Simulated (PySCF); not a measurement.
Te(Br)(GeH3) (BrGeH3Te), SMILES [GeH3][Te]Br. Atoms are numbered in the order given.

```xyz
6

Te     1.0270     0.0401     0.0000
Br    -0.7816     1.8514     0.0000
Ge    -0.7184    -1.8796     0.0000
H      0.1061    -3.1837     0.0000
H     -1.5841    -1.7767     1.2670
H     -1.5841    -1.7767    -1.2670
```

Geometry optimised at B3LYP-D3(BJ)/def2-SVP. This is a generated structure with no PubChem entry under its InChIKey; it may be hypothetical. The def2 effective core potentials stand for the cores of Te; spin–orbit coupling is left out.

Level of theory: PBE/def2-TZVPD in PySCF.

Symmetry labels are those of the subgroup Cs that the program uses (full group Cs).

Computed valence orbital energies around the gap with their symmetry:
| orbital | symmetry | energy (eV) |
|---|---|---|
| HOMO−7 | A' | -13.72 |
| HOMO−6 | A' | -9.36 |
| HOMO−5 | A" | -8.93 |
| HOMO−4 | A' | -8.75 |
| HOMO−3 | A' | -8.15 |
| HOMO−2 | A" | -7.53 |
| HOMO−1 | A' | -6.82 |
| HOMO | A" | -5.46 |
| LUMO | A' | -3.72 |
| LUMO+1 | A' | -1.97 |
| LUMO+2 | A' | -0.68 |
| LUMO+3 | A" | 0.02 |
